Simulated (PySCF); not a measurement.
# Mass spectrum arithmetic for W(CMe)Cl3

Species: W(CMe)Cl3, `C[C]#[W]([Cl])([Cl])[Cl]`.

Calculated from isotope tables alone.

Find the molar and monoisotopic masses of C2H3Cl3W.

For C2H3Cl3W, with standard atomic weights, 1 × 183.840 + 2 × 12.011 + 3 × 1.008 + 3 × 35.450 = 317.236 g/mol. From the most abundant isotopes (184W, 12C, 1H, 35Cl), 1 × 183.950931 + 2 × 12.000000 + 3 × 1.007825 + 3 × 34.968853 = 315.8810 u.

Work out the cluster of the molecular ion M+•, one line a nominal mass.

| nominal mass | m/z (centroid) | relative intensity |
| --- | --- | --- |
| 312 | 311.8762 | 0.2 |
| 314 | 313.8777 | 40.2 |
| 315 | 314.8798 | 22.5 |
| 316 | 315.8779 | 85.1 |
| 317 | 316.8771 | 22.6 |
| 318 | 317.8795 | 100.0 |
| 319 | 318.8761 | 8.8 |
| 320 | 319.8790 | 56.8 |
| 321 | 320.8782 | 2.0 |
| 322 | 321.8773 | 14.7 |
| 323 | 322.8807 | 0.3 |
| 324 | 323.8750 | 1.4 |

Cut off at 0.1 %. One electron mass, 0.00055 u, is taken off. Abundances used (%; other tables differ somewhat): 180W 0.12, 182W 26.5, 183W 14.31, 184W 30.64, 186W 28.43; 12C 98.93, 13C 1.07; 1H 99.9885, 2H 0.0115; 35Cl 75.78, 37Cl 24.22.

Count the protons, neutrons and electrons of the monoisotopic species, and give its exact less its nominal mass.

140 protons, 176 neutrons and 140 electrons; 315.8810 − 316 = -0.1190 u.

What resolving power m/Δm just matches the spacing of the species with one 37Cl and with one 186W?

They lie 0.00638 u apart at mass 317.88, so m/Δm is about 50000.

What share of all molecules is the monoisotopic species?

0.3064 × 0.9893^2 × 0.999885^3 × 0.7578^3 = 13.05 %.
